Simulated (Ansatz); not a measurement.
```yaml
crystal:
  periodic: [false, false, false]
  atoms:
    - {symbol: N, position_ang: [-1.083355, -0.011258, 2.460129]}
    - {symbol: Si, position_ang: [-0.169545, 0.861442, 1.284580]}
    - {symbol: N, position_ang: [-0.392803, 0.369258, -0.196483]}
    - {symbol: Si, position_ang: [0.615607, 0.110530, -1.550839]}
    - {symbol: N, position_ang: [0.381877, -1.406828, -2.052099]}
    - {symbol: H, position_ang: [-0.903806, -1.043535, 2.539326]}
    - {symbol: H, position_ang: [-1.444784, 0.241981, 3.249920]}
    - {symbol: H, position_ang: [1.298327, 0.989661, 1.452151]}
    - {symbol: H, position_ang: [-0.833800, 2.328770, 1.489252]}
    - {symbol: H, position_ang: [-1.396080, 0.225199, -0.584390]}
    - {symbol: H, position_ang: [2.204088, 0.255270, -0.798293]}
    - {symbol: H, position_ang: [0.652349, 0.981625, -2.591680]}
    - {symbol: H, position_ang: [0.406079, -2.307168, -1.704148]}
    - {symbol: H, position_ang: [0.705081, -1.584861, -3.198725]}
basis:
  gaussian: {orbitals: def2-TZVPD}
magnetization: {spin_polarized: true, initial_magnetization: 0}
hamiltonian: {xc: {name: HF}}
correlation: {method: rpa, electrons: all}
```

```sh
$ ansatz run in.yaml --threads 4 --pin off --events-out ev --progress --plain --max-ram 10444MiB
```

Output, abridged:

```
Functional definition: HF
1924 factors; integrals over basis functions are off by at most 1.1e-3 eV
mean field evaluation 1: about -20308.5356 eV, gradient 4.0e1 eV
mean field evaluation 2: about -20308.6049 eV, gradient 4.0e1 eV
mean field evaluation 4: about -20315.1920 eV, gradient 3.0e0 eV
mean field evaluation 8: about -20315.2653 eV, gradient 1.9e-1 eV
mean field -20315.26560420 eV, -746.5722407727 hartree, gradient 6.9e-6 eV, S^2 0.000000; 0 other end points of the search recorded, 0 dependent functions left out
reference -20315.26560420 eV, -746.5722407727 hartree; 29, 29 occupied and 249, 249 virtual orbitals, 1924 factors
Total energy: -20353.61809268 eV, -747.9816687281 hartree
```

Run time 16 s (4 threads of an Arm Neoverse V1 on a shared host); peak host memory 1.1 GiB.
